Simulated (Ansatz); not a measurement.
```xyz
10

C    -0.466   -1.237    0.073
C    -0.117    0.030   -0.703
Al    0.646    1.512    0.304
Br    0.934    1.288    2.542
H    -1.193   -1.038    0.864
H    -0.891   -2.008   -0.577
H     0.413   -1.667    0.559
H     0.588   -0.196   -1.516
H    -1.004    0.424   -1.218
H     1.089    2.892   -0.328
```

Total charge 0; spin multiplicity 1.

Q: List the PBE0/def2-TZVPP orbital energies in eV (Ansatz). (Best estimate.)

A: Ansatz gave: Occupied: -13149.73, -1704.63, -1535.16, -1535.14, -1535.12, -1528.32, -278.02, -277.97, -238.46, -178.76, -178.68, -178.64, -114.16, -74.28, -74.13, -74.03, -72.28, -72.25, -72.22, -72.15, -72.15, -21.28, -21.04, -17.26, -12.45, -12.21, -11.25, -10.57, -9.86, -9.24, -8.63, -8.56, -7.75. Lowest empty: -1.25, 0.01, 0.91, 1.62, 2.51, 2.67, 2.89, 3.19.
